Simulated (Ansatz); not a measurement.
One change: `[OH][In]([Cl])[Cl]` becomes `[Cl][InH][Cl]`.

Ansatz, PBE0-D4/def2-TZVP geometries, multiplicity 1. Each molecule was computed in one conformer, which needn't be the lowest.

Elements past krypton have def2 core potentials.

| property | `[OH][In]([Cl])[Cl]` |
| --- | --- |
| HOMO energy (PBE0/def2-TZVPP) / eV | -9.24 |
| HOMO energy (PBE/def2-TZVPP) / eV | -7.64 |
| LUMO energy (ωB97M-V/def2-TZVPP) / eV | -0.60 |
| HOMO–LUMO gap (PBE0/def2-TZVPP) / eV | 6.68 |
| LUMO energy (B3LYP/def2-TZVPP) / eV | -2.89 |
| HOMO–LUMO gap (PBE/def2-TZVPP) / eV | 4.19 |

Q: What does the change do to each property? (Estimate.)

A: Ansatz gave: 
| property | `[Cl][InH][Cl]` | shift |
| --- | --- | --- |
| HOMO energy (PBE0/def2-TZVPP) / eV | -8.92 | 0.32 |
| HOMO energy (PBE/def2-TZVPP) / eV | -7.54 | 0.10 |
| LUMO energy (ωB97M-V/def2-TZVPP) / eV | -0.38 | 0.22 |
| HOMO–LUMO gap (PBE0/def2-TZVPP) / eV | 6.97 | 0.29 |
| LUMO energy (B3LYP/def2-TZVPP) / eV | -2.23 | 0.66 |
| HOMO–LUMO gap (PBE/def2-TZVPP) / eV | 4.87 | 0.68 |

With PBE0 the HOMO rises by 0.32 eV and the LUMO rises by 0.61 eV, so the gap widens by about 0.29 eV. PBE moves the HOMO by 0.10 eV and ωB97M-V by 0.37 eV. The zero-point energy changes by -18.8 kJ/mol with -3 modes.

B3LYP here is the variant with VWN-RPA as its local correlation; programs differ in this.
